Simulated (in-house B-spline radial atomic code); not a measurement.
Settings and results of a run for La³⁺ (an excited or competing configuration). All numbers are computed (scalar-relativistic (X2C) LDA VWN5, spin-polarised, spherical fractional occupations; Fermi nucleus of rms radius 4.855 fm) with an all-electron radial atomic-structure program (B-spline basis), not measured.

Command:
```bash
python run_scf.py task.json out
```
Settings (nuclear radius in fm, mass in u):
```
Z                57
configuration    [Ar] 3d9 4s2 4p6 4d10 5s2 5p6 5f1
hamiltonian      x2c
method           lda,vwn
spin_polarised   True
nucleus          fermi
rms_radius       4.855
atomic_mass      138.90636
speed_of_light   137.035999084
```

Output (hartree, bohr):
```
 radial grid: 73 intervals, B-splines of order 8, outer radius 39.1892 bohr

 iter        energy (Eh)    residual
    1       -8437.942517    6.27e-01
    2       -8445.424816    6.10e-01
    3       -8452.245014    9.27e-02
    4       -8452.485385    1.71e-02
    5       -8452.490921    9.04e-03
    6       -8452.493483    1.11e-03
    7       -8452.493506    6.99e-05
    8       -8452.493507    9.08e-06
    9       -8452.493507    3.81e-07

 total energy                     -8452.49351
 kinetic                            9048.1159
 electron-nucleus                 -20473.5138
 Hartree                            3168.1841
 exchange-correlation               -195.2797

 orbital      occ     eigenvalue          <r>       <r^2>       <1/r>       r_max
 1s up      1.000     -1422.5452     0.024443 0.000821196     65.5482     0.01532
 1s down    1.000     -1422.5420    0.0244429 0.000821183     65.5485     0.01532
 2s up      1.000      -229.3285     0.106931   0.0135501     15.0021     0.09093
 2s down    1.000      -229.2292     0.106912   0.0135454     15.0055     0.09092
 2p up      3.000      -206.2398    0.0939064   0.0107778     13.6375     0.07277
 2p down    3.000      -206.1611    0.0938839   0.0107725     13.6404     0.07276
 3s up      1.000       -50.9992     0.283596   0.0920054     5.37151      0.2599
 3s down    1.000       -50.8898     0.283749   0.0921069     5.36747        0.26
 3p up      3.000       -43.6089     0.280972   0.0915785     4.97248      0.2538
 3p down    3.000       -43.4989     0.281161   0.0917041     4.96842      0.2539
 3d up      5.000       -32.9604     0.257214   0.0779149     4.68997      0.2084
 3d down    4.000       -32.8319     0.257469    0.078087     4.68652      0.2085
 4s up      1.000       -11.4389     0.644104    0.468223     2.23602      0.6011
 4s down    1.000       -11.4183     0.644692    0.469074     2.23358      0.6017
 4p up      3.000        -8.9839     0.679015    0.524163     2.04132      0.6254
 4p down    3.000        -8.9653     0.679745    0.525287      2.0389      0.6261
 4d up      5.000        -5.4035     0.740857    0.635467     1.78897      0.6543
 4d down    5.000        -5.3864      0.74212    0.637631     1.78611      0.6554
 5s up      1.000        -2.6047       1.4765     2.44027    0.911032       1.357
 5s down    1.000        -2.5992      1.47569     2.43675    0.911435       1.358
 5p up      3.000        -1.9377      1.66282     3.10881    0.793173       1.504
 5p down    3.000        -1.9310      1.65937       3.094    0.794727       1.504
 5f up      1.000        -0.4521      4.04945     18.5798    0.311278       3.598
```

Cost of the run: 0.2 s on 1 thread of Arm Neoverse V1, on a shared host.

One-electron X2C: radii and densities carry no picture-change correction, so inner-shell <1/r> comes out high (for 1s by about 2 % at Z = 33, 5 % at 54, 10 % at 75, 30 % at 118) and <r> low.
